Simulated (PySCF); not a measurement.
UHF on Sb (antimony, neutral)

Configuration: [Kr] 4d10 5s2 5p3, high-spin 4S determinant. Computed with PySCF 2.14 in aug-cc-pVQZ-DK3, with the spin-free X2C one-electron Hamiltonian (Gaussian nucleus).

```json
{
  "Total energy": "-6477.710516 hartree",
  "One-electron energy": "-8899.6841 hartree",
  "Hartree (Coulomb) energy": "2591.4769 hartree",
  "Exchange energy": "-169.5033 hartree",
  "⟨S²⟩": "3.7526",
  "⟨L²⟩": "0.000",
  "Sum of ⟨r⟩": "36.79 bohr",
  "Sum of ⟨r²⟩": "61.54 bohr²",
  "Langevin diamagnetic susceptibility": "-48.7 ×10⁻⁶ cm³/mol"
}
```

```csv
shell,electrons,mean orbital energy (hartree),"rms radius, mean of both spins (bohr)"
1s α,1,-1125.92206,0.0325
1s β,1,-1125.91799,0.0325
2s α,1,-174.82946,0.133
2s β,1,-174.82885,0.133
2p α,3,-156.80373,0.118
2p β,3,-156.80066,0.118
3s α,1,-35.77428,0.351
3s β,1,-35.77004,0.351
3p α,3,-29.73741,0.352
3p β,3,-29.73082,0.352
3d α,5,-20.49563,0.331
3d β,5,-20.49393,0.331
4s α,1,-6.48059,0.843
4s β,1,-6.46914,0.843
4p α,3,-4.53963,0.912
4p β,3,-4.52591,0.912
4d α,5,-1.61967,1.11
4d β,5,-1.60839,1.11
5s α,1,-0.73118,2.45
5s β,1,-0.50807,2.45
5p α,3,-0.33427,3.08
```

Densities and radii are taken from the X2C orbitals without a picture-change correction, which distorts them close to the nucleus.

Spin-orbit constants ζ (cm⁻¹) from the X2C one-electron operator on these orbitals: bare nucleus, nucleus screened by l(l+1)(2l+1)/3 electrons, and screened by the Breit-Pauli mean field of the electrons.

```csv
shell,bare,screened nucleus,mean field
2p,1347000,1295000,n/a
3p,251800,241900,n/a
3d,37980,30530,n/a
4p,44090,42360,n/a
4d,4728,3801,n/a
5p,2968,2852,n/a
```
